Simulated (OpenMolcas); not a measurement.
## Fe5+, Ru5+, Os5+: d3 down the group

```
Program             : OpenMolcas 26.06
Method              : MS-CASPT2, IPEA 0.25 Eh, imaginary shift 0.1 Eh
Basis               : ANO-R3
Scalar Hamiltonian  : X2C, finite nucleus
Spin-orbit coupling : RASSI with atomic mean-field integrals over the reference wave functions, term energies averaged over their components
```

Active space for each ion: 3 electrons in 5 orbitals (d); closed shells correlated by CASPT2: Fe5+ 3s 3p; Ru5+ 4s 4p; Os5+ 5s 5p.

Computed levels in cm-1 above 4F 3/2:

```
                               Level   Fe5+   Ru5+   Os5+
                              4F 5/2    526   1388   6350
                              4F 7/2   1232   3070  11380
                              4F 9/2   2090   4890  14640
                              4P 1/2  19380  13910  17130
                              4P 5/2  20210  16070  25170
                              2G 7/2  20590  15830  22950
                              2G 9/2  21310  16890  37000
                              2P 3/2  26570  24400  40260
                              2P 1/2  26800  20140  29100
weight of 4F in the lowest level (%)    100     98     82
```

Mixed levels, with the weight of the term that names them: Fe5+ 2P 3/2 (60 %), Ru5+ 2P 3/2 (50 %), Os5+ 4F 9/2 (57 %), Os5+ 4P 1/2 (67 %), Os5+ 2G 9/2 (57 %), Os5+ 2P 3/2 (56 %), Os5+ 2P 1/2 (67 %).

Measured, with the error of the calculation in %. Measured levels: Fe5+ from Corliss and Sugar, J. Phys. Chem. Ref. Data 11, 135 (1982); Os5+ from the list in Brasseur, Palmeri and Quinet, Atoms 13, 11 (2025).

```csv
Level,Fe5+,Os5+
4F 5/2,511 (+2.8),6397 (-0.7)
4F 7/2,1188 (+3.7),11444 (-0.5)
4F 9/2,2001 (+4.7),14678 (-0.3)
4P 1/2,18738 (+3.4),16772 (+2.1)
4P 5/2,19611 (+3.1),24828 (+1.4)
2G 7/2,20616 (-0.1),22920 (+0.1)
2G 9/2,21315 (0),37019 (-0.1)
2P 3/2,26215 (+1.3),40203 (+0.2)
2P 1/2,26496 (+1.1),28860 (+0.8)
```

The fine-structure level 4F 9/2 changes by a factor of 7 from Fe5+ to Os5+.

Without spin-orbit coupling 4P lies 18700, 12400, 11680 cm-1 above 4F in that order; the difference to the level 4P 1/2, of either sign, comes from spin-orbit coupling, which also lowers the zero.

Term energies are means over components that CASPT2 splits; among the terms shown or strongly mixed into the levels shown the widest spread is 880 cm-1 (4d3 4F, Ru5+). Measured partners are found by configuration, term and J. A level has none where our copy of the source lacks it or the pairing is in doubt (some pairs that miss far off the trend of their configuration count as doubtful), and it then counts in no deviation. Only configurations of the active space appear.
